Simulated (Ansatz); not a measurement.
Molecule: C2H8BN2 (charge 0, doublet). SMILES: NB(N)C[CH2]
Structure (B3LYP-D3(BJ)/def2-TZVP (Ansatz, a program for electronic structure) minimum search):
```
B
N 1 1.4116
H 2 1.0049 1 121.14
H 2 1.0051 3 114.21 1 -180.00
N 1 1.4176 2 121.54 3 -180.00
H 5 1.0041 1 122.39 2 180.00
H 5 1.0052 6 113.39 1 180.00
C 1 1.6084 2 120.16 3 0.00
H 8 1.0972 1 106.64 2 -123.49
H 8 1.0972 9 106.09 1 113.40
C 8 1.4801 9 110.22 10 119.31
H 11 1.0817 8 121.20 9 -150.93
H 11 1.0817 12 117.41 8 175.09
```
Charge 0, spin multiplicity 2.

Wanted: atomisation energy, in kcal/mol. Conventions: atomisation electronic, to ground-state atoms; open shells spin-unrestricted; non-relativistic; no spin-orbit coupling; no dispersion term unless named; 6-31G* and kin with 6d, 5d where marked; frozen cores in correlated levels. CBS marks a two-point X^-3 extrapolation of the correlation energy; Hartree-Fock from the larger set. First-principles rows: single points at B3LYP-D3(BJ) geometries (Ansatz).

```
species      coefficient  E at B3LYP/6-31G* (Ansatz), Eh  E at wB97X-V/def2-TZVPD (Ansatz), Eh
-----------  -----------  ------------------------------  ------------------------------------
[CH2]CB(N)N           -1                      -215.40588                            -215.43471
B atom                +1                       -24.65435                             -24.65384
C atom                +2                       -37.84628                             -37.84665
H atom                +8                        -0.50027                              -0.50049
N atom                +2                       -54.58449                             -54.58636
```

Coupled cluster (Ansatz) is a level with limits of its own, used here on species with T1 under 0.025 (0.045 for open shells) and stable references: CCSD(T)/CBS(cc-pVTZ,cc-pVQZ). Value to compare with, CCSD(T)/CBS(cc-pVTZ,cc-pVQZ) (Ansatz): 1192.1 kcal/mol. 1 Eh = 627.5095 kcal/mol.

Task: Work the quantity out at each level, and compare with CCSD(T)/CBS(cc-pVTZ,cc-pVQZ) (Ansatz).

Result: 
- B3LYP/6-31G*: the sum of coefficient times E is 1.88783 Eh, or 1184.63 kcal/mol. Result: 1184.6 kcal/mol. Its difference against CCSD(T)/CBS(cc-pVTZ,cc-pVQZ) (Ansatz) is -7.5 kcal/mol.
- wB97X-V/def2-TZVPD: the sum of coefficient times E is 1.91093 Eh, or 1199.13 kcal/mol. Result: 1199.1 kcal/mol. Its difference against CCSD(T)/CBS(cc-pVTZ,cc-pVQZ) (Ansatz) is 7.0 kcal/mol.
